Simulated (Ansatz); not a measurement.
Ansatz results at the PBE0-D4/def2-TZVP geometry: LUMO energy (ωB97M-V/def2-TZVPP) 1.56 eV; size of the dipole moment (ωB97M-V/def2-TZVPP) 1.52 D; HOMO–LUMO gap (PBE/def2-TZVPP) 4.83 eV.

Task: Which molecule gave them?
A. `C=C1C=C1C`
B. `Cl[SiH]1CS1`
C. `[F][Al]1[SiH2][S]1`
D. `F[Si]1(F)CCN1`

Result: B. The others give `[F][Al]1[SiH2][S]1`: -0.06, 1.47, 3.36; `C=C1C=C1C`: 2.05, 2.66, 3.52; `F[Si]1(F)CCN1`: 2.46, 2.59, 6.25.
